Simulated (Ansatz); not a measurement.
Compare A (`C[Si](F)(F)Cl`) with its isomer B (`FC[SiH](F)Cl`).

Isolated molecules relaxed with PBE0-D4/def2-TZVP in Ansatz; ΔE leaves out vibrations. CCSD(T)/CBS adds triple-zeta CCSD(T) − MP2 to the extrapolated MP2 energy (def2 sets, frozen cores). DFT in def2-TZVPP. B3LYP here is the variant with VWN-RPA as its local correlation; programs differ in this. One conformer a species, not always the lowest.

Question: Which is lower in electronic energy at CCSD(T)/CBS, and by how much? (An estimate is asked.)

Answer: Ansatz gave: A, by 283.7 kJ/mol.

Question: Give E(B) − E(A) in kJ/mol with B3LYP-D4, CCSD(T)/def2-TZVPP, PBE-D4, MP2/def2-TZVPP, ωB97M-V, CCSD/def2-TZVPP, B3LYP. (Estimate.)

Answer: Ansatz gave: B3LYP-D4 272.0, CCSD(T)/def2-TZVPP 281.0, PBE-D4 264.0, MP2/def2-TZVPP 291.9, ωB97M-V 278.0, CCSD/def2-TZVPP 281.7, B3LYP 270.0. None reverses the order clearly.

Largest T1 diagnostic: 0.011.

From PBE to PBE0 (25 % exact exchange), in def2-TZVPP and without D4, E(B) − E(A) moves by +8.9 kJ/mol.
